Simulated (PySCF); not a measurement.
FHMgS, SMILES [F][Mg][SH]. Atoms are numbered in the order given.

```xyz
4

Mg     0.0097    -0.6086     0.0000
F     -0.0110    -2.3632     0.0000
S      0.0780     1.6744     0.0000
H     -1.2640     1.7825     0.0000
```

The structure is a stationary point at B3LYP-D3(BJ)/def2-TZVP. One conformer was computed; it need not be the lowest.

The numbers are results of PBE0/def2-TZVPD (PySCF), not measurements.

Gas-phase values at a fixed geometry.

* **total energy**: -698.54400 hartree
* **point group**: Cs
* **highest occupied level**: -7.43 eV
* **lowest empty level**: -1.64 eV
* **orbital gap**: 5.79 eV
* **dipole moment**: 0.89 D
* **quadrupole, principal values (traceless, Buckingham form, about the centre of nuclear charge)**: -18.35, 6.07, 12.28 D·Å
* **mean static polarisability**: 44.6 bohr³ (6.61 Å³)
* **polarisability, principal values**: 38.9, 41.7, 53.2 bohr³
